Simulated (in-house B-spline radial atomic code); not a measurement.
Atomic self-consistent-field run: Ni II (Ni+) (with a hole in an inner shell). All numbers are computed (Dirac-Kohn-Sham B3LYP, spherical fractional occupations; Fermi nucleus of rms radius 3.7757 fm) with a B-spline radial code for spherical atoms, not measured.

In the input, a minus or plus after the letter marks the j = l - 1/2 or j = l + 1/2 subshell.

Command:
```bash
python run_scf.py task.json out
```
Settings (nuclear radius in fm, mass in u):
```
Z                28
configuration    1s2 2s2 2p6 3s2 3p-1 3p+4 3d8 4s2
hamiltonian      dirac
method           b3lyp
spin_polarised   False
nucleus          fermi
rms_radius       3.7757
atomic_mass      57.93534
speed_of_light   137.035999084
```

Output (hartree, bohr):
```
 radial grid: 82 intervals, B-splines of order 8, outer radius 60 bohr

 iter        energy (Eh)    residual
    1       -1511.848618    3.58e-01
    2       -1511.768084    4.89e-01
    3       -1517.597048    3.63e-02
    4       -1517.628025    1.55e-02
    5       -1517.632078    6.38e-03
    6       -1517.632590    2.75e-03
    7       -1517.632873    5.35e-04
    8       -1517.632882    3.15e-05
    9       -1517.632882    6.38e-07
   10       -1517.632882    9.20e-09

 total energy                     -1517.63288
 kinetic                            1541.8852
 electron-nucleus                  -3629.9533
 Hartree                             633.0320
 exact exchange                      -12.0078
 exchange-correlation                -50.5889

 first-order corrections (not in the total)
   Gaunt                             0.6576
   retardation                      -0.0592
   frequency dependence             -0.0018
   self-energy                       0.4417
   Uehling                          -0.0390
   Wichmann-Kroll                    0.0003
   recoil                            0.0109

 orbital      occ     eigenvalue          <r>       <r^2>       <1/r>     <1/r^3>       <r^4>       r_max    small
 1s1/2      2.000      -304.0327    0.0540823  0.00393424     28.0927           -  3.9824e-05      0.0354  1.02e-02
 2s1/2      2.000       -37.3207     0.244423   0.0705658     6.10596           -  0.00867698      0.2044  1.91e-03
 2p1/2      2.000       -32.6290     0.212942   0.0557554     6.05268           -  0.00632217      0.1629  1.89e-03
 2p3/2      4.000       -31.9931     0.216089   0.0572808     5.92899      607.97  0.00663717      0.1655  1.87e-03
 3s1/2      2.000        -4.9035     0.733952      0.6214     1.93771           -    0.623752      0.6372  4.27e-04
 3p1/2      1.000        -3.3569     0.764919    0.689474     1.80512           -    0.831787        0.64  3.81e-04
 3p3/2      4.000        -3.3792     0.771534    0.700934     1.78272     78.9025    0.857196      0.6463  3.76e-04
 3d3/2      3.200        -0.9652     0.915319     1.08129     1.44356     7.79903     2.93388      0.6181  2.62e-04
 3d5/2      4.800        -0.9712     0.916497     1.08254     1.43937     7.69752     2.92695      0.6204  2.61e-04
 4s1/2      2.000        -0.5861      2.40605     6.62811    0.541484           -     70.7798       2.027  4.92e-05
```

Run time, properties included: 1.4 s on 1 thread of Arm Neoverse V1 (shared host).

For the Dirac Hamiltonian the kinetic term is c α·p + (β - 1)c².

Caution: exact exchange at fractional occupations of open shells leaves self-interaction of up to several eV.
